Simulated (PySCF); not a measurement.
Species: methyl furan-3-carboxylate, C6H6O3.
Cartesian coordinates in Å at the GFN2-xTB level; atoms count from 1:
```xyz
15
C6H6O3 angstrom
C     -2.8434    0.2566   -0.1945
O     -1.4401    0.4656   -0.2201
C     -0.6899   -0.5708    0.1854
O     -1.1516   -1.6220    0.5565
C      0.7417   -0.2630    0.1201
C      1.3707    0.9445   -0.3021
C      2.7040    0.7266   -0.1736
O      2.9429   -0.5149    0.2915
C      1.7644   -1.1087    0.4672
H     -3.2956    1.1793   -0.5491
H     -3.1755    0.0311    0.8212
H     -3.1132   -0.5791   -0.8439
H      0.8784    1.8292   -0.6464
H      3.5548    1.3486   -0.3693
H      1.7480   -2.1152    0.8351
```

Method: TDDFT CAM-B3LYP/def2-SVPD, vertical, gas phase, core orbitals frozen in the response in PySCF 2.14.0, density-fitted response routines.

Ground-to-excited transition dipoles (e·a0, same axes as the geometry; the sign carries no meaning), for the states with f of 0.002 or more among the lowest 8:

```
state  E (hartree)      μx      μy      μz
   S2       0.2065  -0.543   0.510  -0.207
   S3       0.2402   0.077  -0.227   0.086
   S4       0.2511  -0.003   0.044   0.117
   S5       0.2568   1.799   0.570  -0.147
   S6       0.2742   0.104  -0.555   0.208
   S7       0.2800  -0.011   0.108   0.295
   S8       0.2858   0.009  -0.100  -0.268
```

(1) What oscillator strength does each state have?

(2) The point group is Cs. Which irreducible representation does each state belong to?

(3) What angle do the transition dipoles of S2 and S5 make?

(4) What peak molar absorption coefficient would the strongest computed level give as a lone Gaussian band 0.4 eV wide at half height?

Results:

(1) f = (2/3) ΔE |μ|² with ΔE in hartree (27.2114 eV).

```tsv
state	|μ|² (au)	|μ| (D)	f
S2	0.598	1.97	0.082
S3	0.065	0.65	0.010
S4	0.016	0.32	0.003
S5	3.584	4.81	0.614
S6	0.362	1.53	0.066
S7	0.099	0.80	0.018
S8	0.082	0.73	0.016
```

(2) Polarised normal to the mirror plane, so A″: S4, S7 and S8. Polarised in the mirror plane, so A′: S2, S3, S5 and S6.

(3) |cos θ| = |μa·μb| / (|μa| |μb|) = 0.45, so θ ≈ 63° (taken between 0 and 90°, since the signs are arbitrary).

(4) ε(max) = 2.175×10⁸ f / FWHM, with the width in cm⁻¹. S5: 2.175×10⁸ × 0.6136 / 3226 ≈ 41000 L mol⁻¹ cm⁻¹.

Hardware: an Arm Neoverse V1 with one thread, on a shared host. Cost: 56 s.

One conformer stands for the species.
